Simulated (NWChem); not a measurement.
ZrHOCl$_{2}$ cation; SMILES [OH][Zr+]([Cl])[Cl]

```xyz
5

Zr     0.2979     0.0005    -0.3021
Cl    -0.9103     1.8647     0.1918
Cl    -0.9077    -1.8651     0.1930
O      1.8616     0.0019     0.6706
H      2.5774     0.0012     1.3235
```
Atoms are numbered in this order, from 1.

Level: PBE0/def2-SVP with def2 effective core potentials on Zr (NWChem), optimised geometry, unscaled harmonic frequencies. The spin multiplicity was typed, not searched, and may not be the lowest. def2 effective core potentials on Zr; no spin-orbit coupling.

| frequency (cm⁻¹) | IR intensity (km/mol) |
|---|---|
| 95 | 6.0 |
| 123 | 4.4 |
| 157 | 0.9 |
| 415 | 182.1 |
| 447 | 27.1 |
| 474 | 153.6 |
| 542 | 225.6 |
| 839 | 141.2 |
| 3856 | 717.6 |

```yaml
zero_point_energy: 9.9 kcal/mol
thermal correction to the enthalpy at 298.15 K (with zero-point energy): 14.3 kcal/mol
heat capacity Cv: 17.6 cal/(mol K)
entropy at 298.15 K and 1 atm (symmetry number 1): 81.7 cal/(mol K)
```

Rigid rotor and harmonic oscillator; modes under 100 cm⁻¹ make the entropy uncertain.
